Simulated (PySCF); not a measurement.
## InH at RHF-CCSD

Level: RHF-CCSD. In cc-pVDZ-PP with ECP28, H cc-pVDZ; scalar-relativistic core potentials (PySCF 2.14).

```
state                          : ¹Σ⁺ (singlet), closed shell
bond length                    : 1.845 Å
harmonic wavenumber            : 1478 cm⁻¹
force constant                 : 1.29 mdyn/Å
rotational constant Be         : 4.955 cm⁻¹
anharmonicity ωexe             : 23.4 cm⁻¹
vibration–rotation constant αe : 0.138 cm⁻¹
well depth De to In + H        : 2.54 eV
dissociation energy D0         : 2.45 eV
```

Correlated steps freeze 4 core orbitals. Correlated levels converge slowly with the basis: in double zeta they bind strong bonds too weakly, by up to about 1 eV, and carry superposition errors of some tenths. These are scalar-relativistic numbers at best; spin–orbit coupling would shift them, the dissociation energy most. Where the molecule has an RHF reference, its open-shell atoms are computed with UHF.
